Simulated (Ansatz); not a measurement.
BClF2H2OSi (`OB[Si](F)(F)Cl`), relaxed with RKS PBE0-D4/def2-TZVP in Ansatz 0.2.0 from a PBE-D4/def2-SVP geometry. The force threshold is 0.005 eV/Å; the program also tests the step.

The species carries charge 0 and has multiplicity 1.

Start:

```xyz
8

O    -1.216    0.299   -1.393
B    -0.426    0.706   -0.373
Si    0.738   -0.659    0.546
F     2.286   -0.157    0.653
F     0.786   -2.115   -0.183
Cl    0.042   -0.948    2.475
H    -1.774    1.015   -1.753
H    -0.435    1.860    0.028
```

| step | energy (eV) | largest force (eV/Å) | largest move (Å) |
| --- | --- | --- | --- |
| 1 | -28584.6317 | 1.370 | 0.000 |
| 2 | -28584.6979 | 1.004 | 0.031 |
| 3 | -28584.7217 | 0.091 | 0.034 |
| 4 | -28584.7224 | 0.058 | 0.011 |
| 5 | -28584.7227 | 0.023 | 0.007 |
| 6 | -28584.7228 | 0.015 | 0.006 |
| 7 | -28584.7229 | 0.017 | 0.013 |
| 8 | -28584.7229 | 0.015 | 0.008 |
| 9 | -28584.7229 | 0.004 | 0.013 |
| 10 | -28584.7230 | 0.007 | 0.015 |
| 11 (rejected) | -28584.7230 | 0.006 | 0.008 |
| 12 | -28584.7230 | 0.002 | 0.004 |

End:

```xyz
8

O    -1.237    0.295   -1.348
B    -0.414    0.715   -0.372
Si    0.737   -0.659    0.554
F     2.238   -0.160    0.680
F     0.796   -2.059   -0.185
Cl    0.044   -0.990    2.443
H    -1.779    0.990   -1.733
H    -0.385    1.869   -0.040
```

It took 45 s on 4 threads of a server CPU on a shared host, with 0.57 GiB of host memory at the peak.
